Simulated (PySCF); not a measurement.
## CBr₄: fields on a plane

Level of theory: B3LYP/[C def2-TZVP, Br def2-TZVP], no relativity, density fitting, PySCF.

The singlet minimum has C–Br 1.956 Å (×4); Br–C–Br 109.5° (×6).

The plane holds C1 at (0.00, 0.00), Br2 at (1.96, 0.00), Br3 at (-0.65, 1.84) Å. Columns run from x = -2.55 to 4.35 Å, rows from y = 4.05 (top) to -1.95 Å, in steps of 0.3 Å. Other isomers or separated fragments may lie lower.

Problem. Give the electron localisation function (set to 0 where the density is under 0.005 e/Å³). Lower edges of the bins: '_' 0.000, '.' 0.089, ':' 0.179, '-' 0.268, '=' 0.357, '+' 0.447, '*' 0.536, '#' 0.625, '%' 0.714, '@' 0.804; top 0.89, each point printed twice.

Solution. 
```
________________________________________________
______________........__________________________
________....::--======::________________________
__....::--==++**######++::______________________
..::==++****##%%@@@@%%##==______________________
--++##%%##++--==%%@@@@%%==______________________
++##%%@@##..**==::@@@@%%--________..____________
**%%@@@@==**::##::##@@**..____..--==::..________
**%%@@@@++==##%%::**##--____--**####++--..______
++%%@@@@%%::::::::**==..__::##@@@@%%##++::______
--**##%%%%##++**%%##--..::**@@@@@@@@%%**--______
__::--==++**##@@@@%%**==++####**%%@@%%**--..____
________..--##@@**++##%%##==::==::++##**--..____
__________::**==++++**@@%%..%%::%%..**++--..____
__________::++==++++**@@%%..%%::%%..**++--..____
__________::++##==--##%%##==::==::++##**--..____
__________..--++**++++==++####**%%@@%%**--..____
____________..::--::....--##@@@@@@@@%%**--______
________________________..++%%@@@@@@##++::______
__________________________--**%%%%##**--..______
____________________________--++++++--..________
```

Problem. Give the electron density (e/Å³) (cut at 5 e/Å³). Lower edges of the bins (e/Å³): '_' 0.000, '.' 0.030, ':' 0.076, '-' 0.151, '=' 0.268, '+' 0.455, '*' 0.750, '#' 1.218, '%' 1.960, '@' 3.136; top 5.00, each point printed twice.

Solution. 
```
________________________________________________
________________________________________________
__________........______________________________
______....::::::::::..__________________________
____..::--==++++==--::..________________________
__..::--++**####**++--::..______________________
__..--==**%%@@@@%%**==::..______________________
__..--++##@@@@@@@@**==::..______________________
__..--++##@@@@@@@@**==::............____________
__..--==**##@@@@##++==::::::------::..__________
__..::--++********++==----====++++==::..________
____..::--==++******++====++**##**++==::..______
______..::--++**####**++++##@@@@@@##++--..______
______..::--++##@@@@##****##@@@@@@%%++--..______
______..::--++##@@@@##****##@@@@@@%%++--..______
______..::--==**####**++++##@@@@@@##++--..______
______..::--==++++++======++**##**++==::..______
______....::----------::--====++++==::..________
______....::::::::::......::------::..__________
________............______..........____________
__________........______________________________
```
